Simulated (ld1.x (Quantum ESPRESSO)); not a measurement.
platinum (Pt), ultrasoft: configuration errors across variants

Pt, ultrasoft, made with ld1.x (Quantum ESPRESSO) 7.5 (LDA (PZ), scalar-relativistic). Core [Xe], reference 4f14 5d9 6s1 6p0. Waves: 6s (bound): rcut 1.60, rcutus 2.20 bohr; 6s channel at 0.15 Ry: rcut 1.60, rcutus 2.20 bohr; 6p (bound, empty): rcut 3.35, rcutus 3.65 bohr; 6p channel at 1.55 Ry: rcut 3.35, rcutus 3.65 bohr; 5d (bound): rcut 2.10, rcutus 2.30 bohr; 5d channel at 2.2 Ry: rcut 2.10, rcutus 2.30 bohr; 4f (bound): rcut 0.35, rcutus 0.45 bohr; 4f channel at -3.8 Ry: rcut 0.35, rcutus 0.45 bohr. Local part: all-electron potential smoothed inside 2.15 bohr (lloc = -2). Core correction: a·sin(br)/r model core inside 0.25 bohr. Augmentation charge: built from norm-conserving waves at rcut, not smoothed further.

All-electron excitation energies from the reference (eV): (1) 4f14 5d9 6s0 6p0 9.545; (2) 4f14 5d8 6s0 6p0 29.804; (3) 4f14 5d7 6s0 6p0 62.315; (4) 4f14 5d10 6s0 6p0 0.054; (5) 4f14 5d9 6s0 6p1 5.185; (6) 4f14 5d6 6s0 6p0 108.263; (7) 4f13 5d9 6s1 6p0 81.600; (8) 4f14 5d9 6s1 6p0 spin -0.379; (9) 4f14 5d9 6s0 6p0 spin 9.416.

Spin tests fill each open shell by Hund’s rule, majority spin first.

Tests that are not counted but printed errors over 1 eV. “waves 4f (bound): rcut 0.35, rcutus 0.68 bohr; 4f channel at -3.8 Ry: rcut 0.35, rcutus 0.68 bohr”: 4f13 5d9 6s1 6p0 (solver errors, printed error -9.7 eV).

4 further variants failed, have other tests or another functional or relativity, and are left out.

Errors AE − PS in meV (a dash: test not solved or not reliable):

```csv
change,(1),(2),(3),(4),(5),(6),(7),(8),(9),bound ghosts
base,-19,-531,-1984,-172,-14,-4296,-4322,-1.3,-17,not determined
"waves 6p (bound): rcut 3.35, rcutus 4.30 bohr; 6p channel at 1.55 Ry: rcut 3.35, rcutus 4.30 bohr",-19,-531,-1984,-172,-17,-4296,-4322,-1.3,-17,not determined
"waves 4f (bound): rcut 0.35, rcutus 0.68 bohr; 4f channel at -3.8 Ry: rcut 0.35, rcutus 0.68 bohr",-19,-532,-1984,-173,-14,-4296,–,-1.3,-18,not determined
```

Task: Give the same row for: core correction a·sin(br)/r model core inside 0.26 bohr.

Result: -19, -531, -1984, -172, -14, -4296, -4321, -1.3, -17; bound ghosts: not determined.
